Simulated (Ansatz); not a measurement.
Input for Ansatz (a quantum-chemistry and plane-wave program): R-MP2/def2-TZVPPD on F2Zn (SMILES [F][Zn][F]), atoms moved off the minimum. Files ending in .json are basis or fitting sets from the Basis Set Exchange.

Ansatz 0.2 input:
```yaml
crystal:
  periodic: [false, false, false]
  atoms:
    - {symbol: Zn, position_ang: [0.16459374, 0.31276142, 0.14022120]}
    - {symbol: F, position_ang: [0.04917596, 0.01819619, 1.82598088]}
    - {symbol: F, position_ang: [-0.20421447, -0.06292189, -1.67501377]}
basis:
  gaussian:
    orbitals: def2-TZVPPD.json
magnetization: {spin_polarized: false}
correlation: {method: mp2, electrons: outside_noble_gas}
scf: {lower_state_search: off}
output: {forces: true}
```

Output:

```
WARN ansatz: RAYON_NUM_THREADS=1 ignored (pool sized by the plan → 1); use --threads N
Functional definition: HF
these checks for a lower state are left out or cut short: starts, cluster_reference, orbital_swaps, neighbouring_geometries, increment
integrals: 0.14 GiB planned
987 factors; integrals over basis functions are off by at most 7.7e-4 eV
mean field: 0.41 GiB planned
mean field evaluation 1: about -53788.5167 eV, gradient 4.5e1 eV
mean field evaluation 2: about -53788.6691 eV, gradient 4.6e1 eV
mean field evaluation 4: about -53791.9431 eV, gradient 3.5e0 eV
mean field evaluation 8: about -53791.9732 eV, gradient 6.6e-1 eV
mean field evaluation 16: about -53791.9739 eV, gradient 2.9e-6 eV
mean field -53791.97390368 eV, -1976.8185794508 hartree, gradient 2.9e-6 eV, S^2 0.000000; 0 other end points of the search recorded, 0 dependent functions left out
11 core orbitals not correlated
reference -53791.97390368 eV, -1976.8185794508 hartree; 13, 13 occupied and 123, 123 virtual orbitals, 987 factors
densities: 0.36 GiB planned
second order -27.54350708 eV of doubles, -0.00000000 eV of singles
the calculation of the forces begins
Total energy: -53819.51741076 eV, -1977.8307846662 hartree
Atom 0 at     0.164594     0.312761     0.140221 Å, force    -0.898167    -1.027835    -2.982719 eV/Å
Atom 1 at     0.049176     0.018196     1.825981 Å, force     0.196139     0.227152     0.617028 eV/Å
Atom 2 at    -0.204214    -0.062922    -1.675014 Å, force     0.702028     0.800683     2.365691 eV/Å
Dipole moment:     0.275346     0.377364     0.121509 e Å
Checks for a lower state left out: starts, cluster_reference, orbital_swaps, neighbouring_geometries, increment
```

The calculation finished and met its thresholds.

Cost: about 8 core-seconds (a rough figure).
